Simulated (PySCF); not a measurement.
SnHMe2(NHtBu), C₆H₁₇NSn.
Bonds: Sn1–C3, Sn1–C7, Sn1–N11, N11–C12, C12–C13, C12–C14, C12–C15. Hydrogens: H2 on Sn1; H4, H5, H6 on C3; H8, H9, H10 on C7; H16 on N11; H17, H18, H19 on C13; H20, H21, H22 on C14; H23, H24, H25 on C15.

Computed by this run: PySCF, PBE0-D3(BJ)/def2-SVP geometry optimisation, gas phase, def2 core potentials past Kr; density fitting, grid level 1; the optimiser is geomeTRIC in internal coordinates, started from a GFN2-xTB structure with every atom displaced at random (about 0.03 Å).

Step 1: E = -13806.0921 eV
```
atom  x, y, z in Å  |  force x, y, z in eV/Å
Sn1     0.9598    1.4458    0.1412   -0.028  -0.347   0.052
H2      1.0011    1.7107    1.8538    0.100  -0.129  -0.032
C3      2.8768    1.7171   -0.7915    0.432  -0.031   0.041
H4      3.6620    1.1177   -0.3101   -0.063  -0.174   0.081
H5      3.2231    2.7598   -0.7093   -0.240   0.044  -0.039
H6      2.8630    1.4401   -1.8569   -0.165   0.033   0.033
C7     -0.4262    2.8147   -0.6865   -0.379   0.260  -0.050
H8     -1.3881    2.7472   -0.1531    0.057  -0.003  -0.089
H9     -0.5856    2.5594   -1.7444   -0.018   0.092   0.017
H10    -0.0560    3.8478   -0.5961   -0.004  -0.045  -0.086
N11     0.3276   -0.4445   -0.4402    0.757   0.334  -0.153
C12    -0.6446   -1.2752    0.2264   -1.020   0.015   0.134
C13    -1.8920   -0.4153    0.5350    0.840  -0.311   0.231
C14    -1.0842   -2.3853   -0.7452    0.207   0.005   0.014
C15    -0.1207   -1.8964    1.5278    0.309   0.133  -0.218
H16     1.1480   -0.9954   -0.6997   -0.114  -0.008  -0.002
H17    -2.6707   -1.0442    0.9848   -0.205   0.067  -0.118
H18    -1.6274    0.3539    1.2797   -0.096   0.119  -0.042
H19    -2.2254    0.0647   -0.3911   -0.258   0.061  -0.021
H20    -1.4696   -1.9522   -1.6805   -0.009   0.060   0.056
H21    -1.8590   -3.0371   -0.3113    0.008   0.044   0.050
H22    -0.2283   -3.0239   -1.0114    0.073  -0.062  -0.008
H23     0.2036   -1.1037    2.2232   -0.116  -0.053   0.033
H24     0.7700   -2.5069    1.3047   -0.034  -0.086   0.057
H25    -0.8669   -2.5348    2.0214   -0.035  -0.018   0.059
```

Step 2: E = -13806.1550 eV
```
atom  x, y, z in Å  |  force x, y, z in eV/Å
Sn1     0.9442    1.4247    0.1338   -0.320   0.246  -0.152
H2      1.0107    1.6170    1.8512    0.025  -0.038   0.005
C3      2.8741    1.6715   -0.7665    0.153   0.090  -0.102
H4      3.6298    1.0356   -0.2884    0.012  -0.090   0.067
H5      3.2059    2.7169   -0.6644   -0.057  -0.035  -0.037
H6      2.8356    1.4178   -1.8383   -0.057   0.039   0.079
C7     -0.4665    2.8502   -0.6957    0.058  -0.135   0.069
H8     -1.4342    2.7779   -0.1740    0.080  -0.012  -0.041
H9     -0.6226    2.6253   -1.7640    0.038   0.016   0.118
H10    -0.0886    3.8793   -0.5917    0.008  -0.056  -0.016
N11     0.3425   -0.4444   -0.4675    0.315   0.044  -0.074
C12    -0.6400   -1.2671    0.2149   -0.257  -0.034   0.095
C13    -1.8638   -0.4037    0.5338    0.078  -0.072  -0.016
C14    -1.0601   -2.3897   -0.7390   -0.082   0.007   0.040
C15    -0.0994   -1.8769    1.5156    0.142  -0.059  -0.044
H16     1.1559   -1.0008   -0.7328   -0.090  -0.007   0.014
H17    -2.6632   -1.0107    0.9893    0.012   0.068  -0.092
H18    -1.6074    0.3853    1.2602   -0.003   0.043   0.001
H19    -2.2359    0.0754   -0.3867   -0.053  -0.050   0.093
H20    -1.4531   -1.9627   -1.6729   -0.030   0.005  -0.001
H21    -1.8292   -3.0377   -0.2863    0.025   0.028  -0.035
H22    -0.2006   -3.0242   -0.9988    0.093  -0.049  -0.001
H23     0.2164   -1.0854    2.2134   -0.045   0.010   0.024
H24     0.7882   -2.5000    1.3046   -0.084   0.010   0.016
H25    -0.8485   -2.5099    2.0208    0.038   0.030  -0.011
```

Problem. Estimate the geometry and energy of step 3. (The exact step hangs on the optimiser's Hessian estimate; all steps are aligned on step 2, rigid shifts and turns removed.)

Solution. E = -13806.1653 eV, largest force 0.096 eV/Å
```
atom  x, y, z in Å  |  force x, y, z in eV/Å
Sn1     0.9334    1.4262    0.1250    0.008   0.031   0.006
H2      1.0142    1.5856    1.8446    0.008  -0.011   0.020
C3      2.8710    1.6690   -0.7668    0.053   0.007  -0.004
H4      3.6153    1.0144   -0.2883   -0.040   0.031  -0.015
H5      3.1985    2.7136   -0.6606    0.024  -0.017  -0.008
H6      2.8168    1.4258   -1.8383   -0.001   0.001   0.015
C7     -0.4616    2.8417   -0.6796   -0.047   0.024  -0.028
H8     -1.4275    2.7635   -0.1606    0.009   0.013  -0.015
H9     -0.6146    2.6264   -1.7479    0.005   0.006   0.038
H10    -0.0800    3.8672   -0.5698   -0.007  -0.005  -0.001
N11     0.3465   -0.4420   -0.4803    0.041  -0.031  -0.016
C12    -0.6429   -1.2615    0.2093    0.037  -0.030   0.029
C13    -1.8626   -0.3985    0.5238   -0.083   0.040  -0.025
C14    -1.0536   -2.3943   -0.7348   -0.010  -0.017  -0.011
C15    -0.0944   -1.8609    1.5120    0.019  -0.027   0.019
H16     1.1542   -1.0035   -0.7455   -0.025  -0.024   0.010
H17    -2.6674   -0.9962    0.9795    0.034   0.008  -0.016
H18    -1.6122    0.4034    1.2396    0.012  -0.010  -0.001
H19    -2.2521    0.0708   -0.3941    0.019  -0.036   0.032
H20    -1.4503   -1.9765   -1.6715   -0.008  -0.013  -0.009
H21    -1.8186   -3.0423   -0.2780    0.005  -0.003  -0.018
H22    -0.1843   -3.0260   -0.9858   -0.028   0.028   0.013
H23     0.2126   -1.0644    2.2081   -0.007   0.009   0.004
H24     0.7908   -2.4865    1.3077   -0.029   0.016  -0.011
H25    -0.8410   -2.4912    2.0230    0.012   0.009  -0.007
```

The energy changes by -0.0103 eV. The first-order estimate −F·Δx gives -0.0216 eV and the mean of the old and new forces, exact on a quadratic surface, -0.0102 eV. The step makes an angle of 72° with the force vector and moves no atom by more than 0.032 Å.

What follows is the cost of the whole optimisation. On Arm Neoverse V2, one thread (shared host), this took 2.6 min wall and 1.0 GiB of memory at its peak.
